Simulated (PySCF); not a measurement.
# Reading the logs of faulty runs: GeH5N2Si

These are calculations, not measurements. They come from PySCF 2.14.0, an open-source quantum chemistry program, on an isolated molecule that a program drew, which may never have been made. The molecule is GeH5N2Si (charge 0, doublet), drawn as the SMILES string `N=[SiH][NH][GeH2]`.

Each row is a Hartree-Fock (HF) and frozen-core CCSD(T) single point in the cc-pV(D+d)Z basis, meant for a local HF minimum. Run 1 is clean. Each other run has one planted mistake out of seven kinds, and not every kind appears here: one electron removed, one electron added, multiplicity raised by two, geometry at a saddle point, minimal basis STO-3G, one bond length entered in bohr, all coordinates scaled. The reference is restricted for singlets and unrestricted otherwise, and also for a bond in bohr. Adding or removing an electron swaps singlet and doublet. Electrons count all cores. HOMO and LUMO are orbital energies over both spins, the gradient is its largest component, and the lowest frequency (negative if imaginary) is given only where the gradient is small. Bond lengths are over the 8 bonds as drawn. T1 is the CCSD diagnostic: over 0.02 (restricted) or 0.045 (unrestricted) a single reference is doubtful. Germanium has the cc-pVDZ-PP basis, with a core potential (ECP10MDF) in place of its 10 inner electrons, and its 3s, 3p and 3d shells are frozen in CCSD(T).

Geometry of the clean run:
```xyz
9
GeH5N2Si, angstrom
N    -2.3744    1.0897   -0.4406
Si   -1.5283    0.0243    0.3347
N     0.1483    0.1507    0.3853
Ge    1.1817    1.4964   -0.3976
H    -3.3691    1.0918   -0.5452
H    -1.9482   -1.1668    1.0995
H     0.6518   -0.4992    0.9620
H     2.6360    1.0055   -0.2685
H     0.7673    1.6659   -1.8618
```

```
run,electrons,basis functions,<S^2>,HOMO (eV),LUMO (eV),gradient (hartree/bohr),lowest frequency (cm^-1),mean bond (Å),longest bond (Å),T1,HF (hartree),CCSD(T) (hartree),mistake
1,65,99,0.754,-8.68,1.18,1.3e-05,97,1.4586,1.869,0.0186,-694.09982,-694.66913,no fault
2,65,99,3.785,-4.83,0.74,1.4e-01,-,1.4586,1.869,0.0206,-693.97476,-694.50453,multiplicity raised by two
3,66,99,0.000,-0.55,7.54,8.5e-02,-,1.4586,1.869,0.0185,-694.08614,-694.68458,one electron added
4,64,99,0.000,-13.83,-6.94,8.9e-02,-,1.4586,1.869,0.0383,-693.81112,-694.38852,one electron removed
5,65,99,1.038,-8.87,0.66,2.6e-02,-,1.6299,2.911,0.0364,-694.02172,-694.58299,one bond length entered in bohr
6,65,99,0.757,-8.85,0.74,5.1e-02,-,1.5563,1.994,0.0226,-694.06133,-694.64989,?
```

**Which mistake was planted in run 6, and what did it cost?**

The mean and the longest bond both change by the same factor, 1.067, and the gradient is no longer small. So the mistake is: all coordinates scaled. Subtracting run 1 and multiplying by 627.51 kcal/mol a hartree, the energy moved by 24.2 kcal/mol in HF and 12.1 kcal/mol in CCSD(T).

Cautions from the logs. Run 4: T1 is over the limit, so its CCSD(T) energy is less reliable.
